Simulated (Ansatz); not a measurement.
One change: `NB[S][GeH3]` becomes `CB[S][GeH3]`.

Ansatz, PBE0-D4/def2-TZVP geometries, multiplicity 1. Each molecule was computed in one conformer, which needn't be the lowest.

Scalar relativity is left out up to krypton.

```tsv
property	`NB[S][GeH3]`
HOMO energy (B3LYP/def2-TZVPP) / eV	-6.81
LUMO energy (PBE0/def2-TZVPP) / eV	0.11
HOMO–LUMO gap (ωB97M-V/def2-TZVPP) / eV	11.04
HOMO energy (PBE/def2-TZVPP) / eV	-5.88
HOMO–LUMO gap (PBE/def2-TZVPP) / eV	5.09
LUMO energy (ωB97M-V/def2-TZVPP) / eV	1.84
```

Q: What does the change do to each property? (Estimate.)

A: Ansatz gave: 
```csv
property,`CB[S][GeH3]`,shift
HOMO energy (B3LYP/def2-TZVPP) / eV,-7.59,-0.78
LUMO energy (PBE0/def2-TZVPP) / eV,-0.93,-1.04
HOMO–LUMO gap (ωB97M-V/def2-TZVPP) / eV,10.98,-0.06
HOMO energy (PBE/def2-TZVPP) / eV,-6.70,-0.82
HOMO–LUMO gap (PBE/def2-TZVPP) / eV,4.84,-0.25
LUMO energy (ωB97M-V/def2-TZVPP) / eV,1.01,-0.83
```

With PBE0 the HOMO falls by 0.77 eV and the LUMO falls by 1.04 eV, so the gap narrows by about 0.27 eV. PBE moves the HOMO by -0.82 eV and ωB97M-V by -0.78 eV.

B3LYP here is the variant with VWN-RPA as its local correlation; programs differ in this.
